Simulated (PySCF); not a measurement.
NMR data simulated for an unnamed compound:

¹H NMR (300 MHz, computed): δ 7.50 (m, 1H), 6.58 (m, 2H), 6.43 (m, 2H), 2.87 (m, 2H), 1.01 (t, 3H).

¹³C{¹H} NMR (computed): δ 183.6 (CH), 124.1 (CH), 115.1 (CH), 31.8 (CH2), 18.0 (CH3).

Rapidly exchanging positions averaged, single conformer, no relativistic terms, no solvent model. Shieldings: GIAO PBE/pcSseg-1; PBE0-D3(BJ)/def2-SVP geometry; PySCF 2.14.

References, each an isolated molecule treated in the same way: TMS for ¹H (σref 31.20), ¹³C (σref 180.03).

**Question.** Which of these does the molecule contain: an aldehyde, an S-methyl group, a heteroaromatic ring, a Si–CH3 group, a CH3CH2 unit?

**Answer.** 
- An aldehyde: no.
- An S-methyl group: no.
- A heteroaromatic ring: yes.
- A Si–CH3 group: no.
- A CH3CH2 unit: yes (δC 18.0, 31.8; δH 1.01 (t), 2.87 (m)).

The data belong to SMILES CC/C=P\n1cccc1, C7H10NP; they needn't prove each group on their own.

Carbon signals by region: 1 in the far downfield region (above 160 ppm), 2 in the sp2 and nitrile region (100–160 ppm), 2 below 50 ppm. Above 160 ppm: 183.6, carbon double-bonded to a heavier main-group atom.

Splittings by ³¹P in the carbon and heteronuclear signals aren't shown, as no couplings were computed. Shifts are as computed. Against solution values, carbons near 30 ppm lie about +2 ppm off and those near 130 ppm about +2 ppm. Of 1313 compounds with measured shifts, 239 miss one by over three times the rms of a fit or turn the order of signals round; such compounds aren't used in these exercises. No couplings were computed; multiplicities are counted from neighbouring protons, with m where these are inequivalent, close in shift, in a saturated or five-membered ring or joined by F or P, and br s for small geminal =CH2 splittings.
